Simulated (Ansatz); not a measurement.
Stepwise reaction of `[O]=[W](=[S])([Cl])[Cl]` with water, as a gas-phase model of exchange steps in deposition or etching. ΔE in kJ/mol; ΔG adds harmonic PBE0-D4 terms to CCSD(T)/CBS, at 1 bar.

Computed with Ansatz on PBE0-D4/def2-TZVP structures; ΔE is electronic, products minus reactants. CCSD(T)/CBS adds triple-zeta CCSD(T) − MP2 to the extrapolated MP2 energy (def2 sets, frozen cores). This one scheme is used for every species. Functionals use def2-TZVPP. B3LYP here is the variant with VWN-RPA as its local correlation; programs differ in this. def2 core potentials past Kr. For W outer-core shells are correlated without core-valence functions, which leaves a few kJ/mol of doubt a bond. Each species was taken in one conformer, which may not be the lowest.

```csv
step,reaction,PBE-D4,B3LYP-D4,ωB97M-V,CCSD(T)/CBS,ΔG(400 K)
2,`[O]=[W]([OH])(=[S])[Cl]` + H₂O → `[O]=[W]([OH])([OH])=[S]` + HCl,26.2,23.9,21.9,31.4,25.2
```

Question: Give the row of step 1, `[O]=[W](=[S])([Cl])[Cl]` + H₂O → `[O]=[W]([OH])(=[S])[Cl]` + HCl. (An estimate is asked.)

Answer: Computed: 
```json
{"step": "1", "reaction": "`[O]=[W](=[S])([Cl])[Cl]` + H₂O → `[O]=[W]([OH])(=[S])[Cl]` + HCl", "PBE-D4": "20.9", "B3LYP-D4": "18.8", "ωB97M-V": "15.5", "CCSD(T)/CBS": "25.7", "ΔG(400 K)": "20.5"}
```

Question: By hand: ΔE of the 2 steps together at CCSD(T)/CBS.

Answer: (25.7) + (31.4) = 57.1 kJ/mol, or 28.5 kJ/mol a step.

In ΔE each step is higher than the one before. All are uphill at CCSD(T)/CBS. ΔG lies between 20.5 and 25.2 kJ/mol a step. PBE-D4 differs from CCSD(T)/CBS by -5.2 to -4.8 kJ/mol a step. Isolated molecules leave out the surface, adducts and barriers. Largest T1 diagnostic: 0.023.
